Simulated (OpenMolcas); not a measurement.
A run on Cr3+ among 6 point charges of -1.6 e arranged as a tetragonal octahedron (D4h), 1.69 Å from the ion, with the axial distance 1.842 Å.

```
Program             : OpenMolcas
Method              : SS-CASPT2, IPEA 0.25 Eh, imaginary shift 0.1 Eh (closed shells correlated: 3s 3p)
Basis               : ANO-RCC-VTZP [6s5p3d2f1g]
Scalar Hamiltonian  : DKH2, point nucleus
Active space        : 3 electrons in 5 orbitals (3d)
State averaging     : 2S+1 = 4 even, 10 roots; 2S+1 = 2 even, 40 roots
Spin-orbit coupling : state interaction with AMFI integrals over the reference wave functions
```

First CASPT2 step and the start of its output:

```
&CASPT2
Multistate=10 1 2 3 4 5 6 7 8 9 10
NoMult
Frozen=2 3
IPEA=0.25
Imaginary=0.1
MaxIter=60
WThr=0.0 0.3 0.05
PrWF=0.5
NoMix
```

```
--- CASPT2 ---
Orbital specifications:
      -----------------------

      Symmetry species                           1   2
                                                ag  au
      Frozen orbitals                            2   3
      Inactive orbitals                          1   3
      Active orbitals                            5   0
      Secondary orbitals                        22  23
      Deleted orbitals                           0   0
      Number of basis functions                 30  29
Type of calculation                        SS-CASPT2
      Fock operator                              state-specific
      IPEA shift                                 0.25
      Real shift                                 0.00
      Imaginary shift                            0.10
      The input orbitals will be transformed to quasi-canonical
Reference energy:       -1056.5887443117
      E2 (Non-variational):      -0.3362268139
      Shift correction:          -0.0000868858
      E2 (Variational):          -0.3363136997
      Total energy:           -1056.9250580114
      Residual norm:              0.0000000437
      Reference weight:           0.95594
      Contributions to the CASPT2 correlation energy
      Active & Virtual Only:         -0.0213450225
      One Inactive Excited:          -0.1522590395
      Two Inactive Excited:          -0.1626227520
Reference energy:       -1056.5614806739
      E2 (Non-variational):      -0.3384506624
      Shift correction:          -0.0001211175
      E2 (Variational):          -0.3385717798
      Total energy:           -1056.9000524537
      Residual norm:              0.0000003677
      Reference weight:           0.95388
      Contributions to the CASPT2 correlation energy
      Active & Virtual Only:         -0.0218032994
...
```

Over all roots the printed reference weights run from 0.54 to 0.96, and roots that are degenerate in the reference spread by up to 1.6 cm-1.

Question: Did the run give usable levels, and if not, why?

Answer: No. The equations converged, but the reference weight falls to 0.54 for at least one root against 0.96 for the best. A drop of that size marks an intruder state, so the energies of such roots and the levels built on them can't be trusted.
